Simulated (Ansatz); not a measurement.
## Energy profile

The step: ZnH₂O₂ ([OH][Zn][OH]) + H₂S → ZnH₂SO ([OH][Zn][SH]) + H₂O (still joined by a long Zn–O bond); bonds formed: O2–H4; dative contacts that become bonds: Zn1–S5; bonds broken: H4–S5; bonds weakened to dative contacts: Zn1–O2 (atoms numbered as in the saddle structure below).

Zn1  (-0.256, -0.176, -0.647)
O2  (0.512, -1.331, 0.624)
O3  (-1.158, 0.059, -2.176)
H4  (0.916, -0.107, 1.215)
S5  (0.700, 1.370, 1.086)
H6  (0.970, -2.157, 0.455)
H7  (-1.280, 0.982, -2.407)
H8  (-0.404, 1.361, 1.850)
(Å)

Electronic energies by CCSD(T) at an estimated basis limit (MP2 extrapolated from triple and quadruple zeta, plus CCSD(T) − MP2 in triple zeta), on PBE0-D4/def2-TZVP structures; ZnH₄SO₂, closed shell; no counterpoise correction. Computed with Ansatz 0.2.0 (basis: def2-TZVPP and def2-QZVPP); correlated methods freeze the cores. The 3s and 3p shells of Cu and Zn are frozen; filled d shells are correlated. Extrapolation: Hartree–Fock as exp(−7.88 √X), correlation as X^−2.97.

(1) Give the profile in kcal/mol, counted from the separated reactants. (An estimate is asked for; the value comes from the calculation.)

No T1 diagnostic of these runs exceeds 0.018.

Results:

(1) Computed:
```json
{"point": "separated: ZnH₂O₂ (linked as [OH][Zn][OH]; Zn1, O2, O3, H6, H7; singlet) + H₂S (H4, S5, H8; singlet)", "kcal/mol": "0.00"}
{"point": "start structure", "kcal/mol": "-8.69"}
{"point": "saddle", "kcal/mol": "-2.63"}
{"point": "end structure", "kcal/mol": "-29.51"}
{"point": "separated: ZnH₂SO (linked as [OH][Zn][SH]; Zn1, O3, S5, H7, H8; singlet) + H₂O (O2, H4, H6; singlet)", "kcal/mol": "-14.92"}
```
The saddle lies below the separated reactants: the barrier is submerged.

For scale, one of the runs: CCSD(T)/def2-TZVPP, 224 basis functions, launched by `ansatz run in.yaml --threads 8 --pin off --events-out ev --progress --plain --max-ram 19148MiB`. Time: 84 s of wall clock on 8 CPU threads of an AMD EPYC 7R43; the host was shared. Peak host memory: 3.6 GiB.
